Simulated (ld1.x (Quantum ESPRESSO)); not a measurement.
## Building the PAW potential for strontium (Sr) (PBE, scalar-relativistic).

strontium (Sr), PAW, made with ld1.x (Quantum ESPRESSO) 7.5 (PBE, scalar-relativistic). Core [Ar] 3d10, reference 4s2 4p6 4d0 5s1.5 5p0 (charge +0.5). Waves: 4s (bound): rcut 1.75, rcutus 2.20 bohr; 5s (bound): rcut 1.75, rcutus 2.20 bohr; 4p (bound): rcut 2.45, rcutus 2.65 bohr; 5p (bound, empty): rcut 2.45, rcutus 2.65 bohr; 4d (bound, empty): rcut 2.55, rcutus 3.25 bohr; 4d channel at 0.15 Ry: rcut 2.55, rcutus 3.25 bohr. Local part: all-electron potential smoothed inside 2.60 bohr (lloc = -2). Core correction: a·sin(br)/r model core inside 1.26 bohr. Augmentation charge: PSQ, inside the norm-conserving radii.

Q: Estimate the cutoffs (Ry, on a coarse ladder) from which the occupation-weighted sum of valence levels, in a spherical-Bessel basis at the reference potential, stays within 10 and 1 mRy of its value at 400 Ry.

A: 15 Ry and 21 Ry.

Q: What does a ghost test show?

A: No extra level below or beside the all-electron valence levels (s, p, d, f tested).

Q: Is the overlap operator S = 1 + Σ q|β⟩⟨β| positive definite (Bessel basis up to 400 Ry)?

A: Yes: its lowest eigenvalue is 0.09 (p channel).

Q: Which valence shell sets the plane-wave cutoff?

A: 5s: its level needs 18 Ry to come within 1 mRy, against 12 Ry for 4s.

Q: Tests: 4s2 4p6 4d0 5s2 5p0; 4s2 4p6 4d0 5s1 5p0; 4s2 4p6 4d0 5s0 5p0; 4s2 4p5 4d0 5s2 5p0; 4s2 4p6 4d0 5s1 5p1; 4s2 4p6 4d1 5s0 5p0; 4s2 4p6 4d1 5s1 5p0. Which has the largest error in its energy relative to the reference configuration, and how large is it?

A: 4s2 4p5 4d0 5s2 5p0, with -14 meV (all-electron minus pseudo) on +25.97 eV.
